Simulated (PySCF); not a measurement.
# Core-level binding energies of `CCOC(F)(F)OC`

Species: C4H8F2O2.
SMILES with atom numbers: `[CH3:1][CH2:2][O:3][C:4]([F:5])([F:6])[O:7][CH3:8]`

Structure used (PBE0-D3(BJ)/def2-SVP), in Å, numbered top down from 1:
```xyz
16
C4H8F2O2 angstrom
C     -2.4583    0.0324    0.6094
C     -1.3270    0.1088   -0.3900
O     -0.0749    0.3703    0.2432
C      0.7088   -0.6823    0.5508
F      0.9681   -1.4114   -0.5745
F      0.1021   -1.5333    1.3944
O      1.8490   -0.2861    1.1359
C      2.6366    0.6304    0.4041
H     -2.3276   -0.8197    1.2902
H     -2.5067    0.9526    1.2099
H     -3.4172   -0.0866    0.0822
H     -1.4771    0.9443   -1.0896
H     -1.2503   -0.8116   -0.9893
H      3.5498    0.7887    0.9898
H      2.1103    1.5876    0.2723
H      2.9051    0.2203   -0.5823
```

Computed with PySCF 2.14.0, delta-SCF UKS SCAN, pcX-2 on the ionised atom, pcseg-1 elsewhere, spin-free X2C. Binding energies are ΔSCF values: E(core-ionised, relaxed orbitals) − E(ground state) at a fixed geometry, referred to the vacuum level.

List the computed XPS lines with their assignment.

```csv
atom(s),environment,level,binding energy (eV),above the level's lowest (eV),count
F5/F6,fluorine of a CF2 group,F 1s,693.06,0.00,2
O7,ether oxygen,O 1s,539.58,+0.16,1
O3,ether oxygen,O 1s,539.42,0.00,1
C4,CF2 carbon,C 1s,298.25,+7.29,1
C8,methoxy carbon,C 1s,292.74,+1.78,1
C2,sp3 carbon bound to oxygen,C 1s,292.67,+1.71,1
C1,methyl carbon,C 1s,290.96,0.00,1
```

The listed C 1s values span 7.29 eV, from C1 (bonded to C and 3 H) to C4 (bonded to 2 F and 2 O). Summing the Pauling electronegativity differences to the bonded atoms, each weighted by its formal bond order, gives -1.05 for the lowest site and +4.64 for the highest; no listed site has a larger sum than the highest.

The 2 O 1s values lie within 0.16 eV of each other; Gaussian lines of 0.5 eV full width would blend them into one maximum.

Which effective nuclear charge Zeff reproduces each element's mean 1s value in the hydrogen-like formula E = 13.606 eV × Zeff²?

C (Z = 6): mean 293.7 eV, Zeff = 4.65, Z − Zeff = 1.35; O (Z = 8): mean 539.5 eV, Zeff = 6.30, Z − Zeff = 1.70; F (Z = 9): mean 693.1 eV, Zeff = 7.14, Z − Zeff = 1.86. Means run over the listed sites, weighted by atom count.

One atom of each set of topologically equivalent atoms was ionised and stands for the set; in this conformer not all members are related by symmetry, and their own values weren't computed. Isolated species at its PBE0-D3(BJ)/def2-SVP geometry (one conformer only).

On Arm Neoverse V2, one thread, shared host with 96 logical CPUs at a one-minute load of 32, this took 68 s of wall time and 0.73 GiB of memory at its peak.
